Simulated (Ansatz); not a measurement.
Isolated molecules relaxed with PBE0-D4/def2-TZVP in Ansatz; ΔE leaves out vibrations. CCSD(T)/CBS adds triple-zeta CCSD(T) − MP2 to the extrapolated MP2 energy (def2 sets, frozen cores). DFT in def2-TZVPP. B3LYP here is the variant with VWN-RPA as its local correlation; programs differ in this. One conformer a species, not always the lowest.

Consider the redistribution: `C#CSB[SiH2]C` + `B[SiH2][SiH3]` → `B[SiH2]B[SiH2]C` + `C#CS[SiH3]`.

| level | ΔE (kcal/mol) | difference from CCSD(T)/CBS |
| --- | --- | --- |
| B3LYP-D4 | 4.7 | -2.6 |
| B2PLYP | 5.9 | -1.4 |
| PBE0 | 10.8 | 3.5 |
| HF/def2-TZVPP | -10.5 | -17.8 |
| MP2/def2-TZVPP | 13.2 | 5.9 |
| CCSD/def2-TZVPP | 4.1 | -3.2 |
| CCSD(T)/def2-TZVPP | 7.8 | 0.5 |
| SCS-MP2/def2-QZVPP | 7.6 | 0.3 |
| HF/CBS(def2) | -10.4 | -17.7 |
| MP2/CBS(def2) | 12.7 | 5.4 |
| CCSD(T)/CBS | 7.3 | 0 |

Largest T1 diagnostic among the species: 0.015.

The D4 term adds +1.6 kcal/mol with B3LYP and +0.8 kcal/mol with PBE0; it sums over pairs of atoms, weighted by their polarisabilities, and B3LYP, whose exchange is more repulsive, gets the larger term. In def2-TZVPP, CCSD(T) changes the Hartree–Fock value by +18.2 kcal/mol (the triples alone add +3.7 kcal/mol) and MP2 by +23.6 kcal/mol.
